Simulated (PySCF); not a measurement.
Caution: the unrestricted state is spin-contaminated.  The multiplicity is imposed and other spin states were not computed.

[Mo(F)3] (charge 0, multiplicity 2)

All values below come from TPSSh-D3(BJ)/def2-TZVP // TPSS-D3(BJ)/def2-SVP (PySCF).

highest occupied spin orbital: -6.05 eV
dipole moment: 0.41 D
charge on the central atom (Mulliken): 1.36 e
spin population on the central atom (Mulliken): 0.95
total energy: -367.9392 Ha
cost: very roughly 13 core-minutes

Bonds (Å): Mo1–F2 1.852, Mo1–F3 1.852, Mo1–F4 1.844. Bond angles (°): F2–Mo1–F3 113.5, F2–Mo1–F4 122.8, F3–Mo1–F4 123.5.
Charge 0, spin multiplicity 2.
